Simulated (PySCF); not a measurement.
Spinor energies of Mo²⁺ (molybdenum, charge +2)

Start: [Kr] 4d3 5p1; 4d5/2 filled at m_j = +1/2, +3/2, +5/2; 5p3/2 filled at m_j = +3/2. Calculated with PySCF 2.14 in x2c-TZVPall-2c (8s9p7d1f, 77 functions): generalised Hartree-Fock with the X2C-1e Hamiltonian and a Gaussian nucleus; one run each with spin-orbit coupling (SO) switched off, then screened by Boettger's factors. This is a chosen level, not necessarily the ground level.

```
spinor shell  electrons  ε, spin-free (eV)  ε, screened SO (eV)  weight of nominal j (screened SO)  rms radius, screened SO (bohr)
       1s1/2          2           -20132.1             -20131.1                              1.000                          0.0404
       2s1/2          2            -2940.3              -2940.1                              1.000                           0.166
       2p1/2          2            -2624.7              -2698.2                              1.000                           0.145
       2p3/2          4            -2624.7              -2590.3                              1.000                           0.149
       3s1/2          2            -553.55              -553.55                              1.000                           0.456
       3p1/2          2            -447.29              -459.92                              1.000                           0.455
       3p3/2          4            -447.29              -441.45                              1.000                           0.465
       3d3/2          4            -274.33              -276.36                              0.978                           0.452
       4s1/2          2            -103.35              -103.40                              1.000                            1.17
       4p3/2          4            -71.494              -70.255                              0.872                            1.31
       4p1/2          2            -71.494              -74.260                              0.743                            1.29
       4d5/2          3            -32.211              -32.194                              0.763                            1.77
       5p3/2          1            -17.238              -17.140                              1.000                            3.65
```

Question: Where does 3d5/2 lie, and what is the 3d spin-orbit splitting (screened SO)?

Answer: At -273.04 eV, 3.322 eV above 3d3/2.

```json
{"quantity": "E (hartree)", "spin-free": "-4044.83521", "screened SO": "-4045.30208"}
{"quantity": "M_J", "spin-free": "6", "screened SO": "6"}
{"quantity": "⟨J²⟩", "spin-free": "42.007", "screened SO": "42.007"}
{"quantity": "⟨L²⟩", "spin-free": "20.006", "screened SO": "20.090"}
{"quantity": "⟨S²⟩", "spin-free": "6.001", "screened SO": "5.979"}
```

Each row is a mean over spinors that exchange with the open shell spreads, by up to 8.025 eV (4p3/2).

Rows whose weight is well below 1 are mixtures of j = l ± 1/2: exchange outweighs spin-orbit coupling there, and the label is only the starting occupation.

Breit and QED terms are absent; they matter most for the inner s and p1/2 levels.

Densities and radii are taken from the X2C orbitals without a picture-change correction, which distorts them close to the nucleus.

Without spin-orbit coupling the j labels of p, d and f shells carry no meaning; the spin-free column gives the mean over the occupied spinors of each nl shell.
